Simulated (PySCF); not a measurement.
# Orbital picture of NaHg

M06-L at R = 3.438 Å; basis Na cc-pVDZ, Hg cc-pVDZ-PP with ECP60; scalar-relativistic core potentials; PySCF 2.14. State: ²Σ⁺ (doublet), unpaired electrons σ ↑. Only the outer orbitals are listed, counted within each symmetry, core potentials removing the inner ones.

| spin | orbital | occ. | ε (eV) | on Na (%) | main shells (%) |
| --- | --- | --- | --- | --- | --- |
| α | 6σ | 1 | -10.25 | 0 | 100 Hg d |
| α | 3π | 1 | -10.23 | 0 | 100 Hg d |
| α | 3π | 1 | -10.23 | 0 | 100 Hg d |
| α | 1δ | 1 | -10.22 | 0 | 100 Hg d |
| α | 1δ | 1 | -10.22 | 0 | 100 Hg d |
| α | 7σ | 1 | -6.89 | 1 | 98 Hg s |
| α | 8σ | 1 | -2.84 | 85 | 84 Na s, 14 Hg p |
| α | 9σ | 0 | -1.11 | 54 | 46 Hg p, 45 Na p, 8 Na s |
| α | 4π | 0 | -1.07 | 50 | 50 Hg p, 49 Na p |
| α | 4π | 0 | -1.07 | 50 | 50 Hg p, 49 Na p |
| β | 6σ | 1 | -10.21 | 0 | 100 Hg d |
| β | 1δ | 1 | -10.21 | 0 | 100 Hg d |
| β | 1δ | 1 | -10.21 | 0 | 100 Hg d |
| β | 3π | 1 | -10.20 | 0 | 100 Hg d |
| β | 3π | 1 | -10.20 | 0 | 100 Hg d |
| β | 7σ | 1 | -6.79 | 0 | 100 Hg s |
| β | 8σ | 0 | -1.52 | 44 | 55 Hg p, 26 Na s, 17 Na p |
| β | 4π | 0 | -0.86 | 11 | 89 Hg p |
| β | 4π | 0 | -0.86 | 11 | 89 Hg p |

Question: Which are the highest filled and the lowest empty level, where do they sit, and how wide is the gap?

Answer: Highest filled α 8σ at -2.84 eV (in %: 84 Na s, 14 Hg p); lowest empty β 8σ at -1.52 eV (in %: 55 Hg p, 26 Na s, 17 Na p); the gap at M06-L is 1.32 eV.

| Property | Result |
| --- | --- |
| bond order (Mayer) | 0.23 |
| ⟨S²⟩ | 0.751 |
| charge on Na (Mulliken, basis-dependent) | 0.13 |
| charge on Na (Löwdin, basis-dependent) | -0.03 |
| dipole moment (positive dipole means Na(−)Hg(+)) | -0.33 D |

Spin–orbit coupling is left out. The state was picked by a PBE0 search and need not be the measured ground state.
